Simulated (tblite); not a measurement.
Run record: tight-binding relaxation, `[Br][AlH][CH2]C#Cc1ccco1`.

Computed with GFN2-xTB geometry optimisation, gas phase (tblite 0.8.0). Start geometry: from a force field or distance geometry. The command runs a driver script over a list of jobs; the input below is this job's line of settings and its coordinates in Å.

Command:
```bash
OMP_NUM_THREADS=1 python probes_run.py task.json out
```

Input:
```
{"job": {"kind": "relax", "xc": "GFN2-xTB", "basis": "xTB"}, "charge": 0, "multiplicity": 1}
Br     5.895000    -0.734500     1.156600
Al     3.694200     0.075000     0.604700
C      2.535900    -1.150200    -0.397500
C      1.143100    -0.701700    -0.200000
C     -0.002500    -0.366700    -0.021400
C     -1.379900     0.024200     0.174700
C     -1.892200     1.196800     0.652100
C     -3.256200     1.031200     0.647700
C     -3.528300    -0.223600     0.165900
O     -2.380000    -0.779800    -0.094700
H      3.642500     1.628800     0.190400
H      2.735900    -0.961200    -1.487900
H      2.641900    -2.206300    -0.113600
H     -1.304400     2.036700     0.961500
H     -4.016400     1.754000     0.956500
H     -4.536200    -0.614000     0.061000
```

Output:
```
step      E/eV     max force
  0    -740.78330    3.685
  1    -741.09911    2.333
  2    -741.18391    3.998
  3    -741.32816    0.965
  4    -741.39079    0.914
  5    -741.43166    0.770
  6    -741.46973    0.405
  7    -741.48225    0.405
  8    -741.49370    0.268
  9    -741.50113    0.297
... (96 lines left out)
106    -741.60892    0.033
107    -741.60895    0.016
108    -741.60901    0.035
109    -741.60908    0.038
110    -741.60912    0.023
111    -741.60916    0.015
112    -741.60918    0.020
113    -741.60921    0.020
114    -741.60924    0.014
115    -741.60926    0.009
```

«max force» is the largest atomic force in eV/Å.

Question: From which step on does the largest force stay under 0.1 eV/Å, and how much energy is left to gain from there?

Answer: From step 78 (0.074 eV/Å), 5.5 meV above the end.

Summary of the converged run: energy lowered by 19.0 kcal/mol over 115 steps; largest atomic force 0.009 eV/Å at the end.

Question: Give the final coordinates.

Answer: 0.518 Å rms from the input after alignment:
```
atom  x, y, z in Å
Br1    5.7079    0.2775    0.6814
Al2    3.4707    0.0678    0.4914
C3     2.5043   -1.3717   -0.5129
C4     1.1573   -0.8990   -0.2878
C5     0.0734   -0.4196   -0.0489
C6    -1.2371    0.0373    0.1644
C7    -1.6849    1.2475    0.6327
C8    -3.0943    1.1637    0.6451
C9    -3.4009   -0.0824    0.1883
O10   -2.2902   -0.7724   -0.1059
H11    2.6611    1.1491    1.2098
H12    2.7106   -1.4251   -1.5912
H13    2.6133   -2.3914   -0.1184
H14   -1.0772    2.0796    0.9239
H15   -3.7822    1.9243    0.9537
H16   -4.3396   -0.5762    0.0303
```

Question: How long does this job take on one thread of an Arm Neoverse V1, no GPU, shared host with 32 logical CPUs at a one-minute load of 26?

Answer: About 1.1 s.
Labels such as C1 count atoms from 1, the log's own numbers from 0.
